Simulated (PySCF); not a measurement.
**Computed vibrations of [Lu(NH2)2]+**

[Lu(NH2)2]+ (singlet). PySCF 2.14.0, RKS PBE0, Lu def2-SVP with ECP28, N def2-SVP, H def2-SVP; non-relativistic Hamiltonian with scalar-relativistic core potentials where named; density fitting; no spin-orbit coupling. Central differences of gradients.

```xyz
7

Lu    0.0000    0.0000   -0.1961
N     1.5819   -0.1622    1.0210
H     2.5721   -0.2638    0.7922
H     1.5212   -0.1560    2.0409
N    -1.5819    0.1622    1.0210
H    -2.5721    0.2638    0.7922
H    -1.5212    0.1560    2.0409
```

Run from Python with OMP_NUM_THREADS=2. Where DIIS fails, smearing, a level shift and second-order steps follow.
It took 2.2 min on 2 threads of Intel(R) Xeon(R) 6975P-C (Granite Rapids), on a shared host.

Problem. What are the harmonic wavenumbers and infrared intensities?

Solution. Modes are labelled in C2v; negative numbers are unstable modes, those under 60 cm⁻¹ near the noise; a finer grid moves soft modes by up to 10 cm⁻¹.
```csv
cm⁻¹,km/mol,symmetry
154,0.0,a1
215,0.0,a2
274,5.7,b1
409,27.6,b2
490,33.0,a1
598,0.0,a2
619,441.2,b1
656,126.2,b2
673,34.8,a1
1511,47.6,b2
1521,35.5,a1
3536,145.1,b2
3541,66.5,a1
3615,55.0,b2
3617,60.8,a1
```

Problem. Is this a minimum?

Solution. Yes. Ideal gas at 298.15 K and 1 bar: S = 312.4 J/(mol K), Cp = 84.0 J/(mol K), H − H(0 K) = 17.1 kJ/mol (rigid rotor, harmonic modes, spin degeneracy alone).
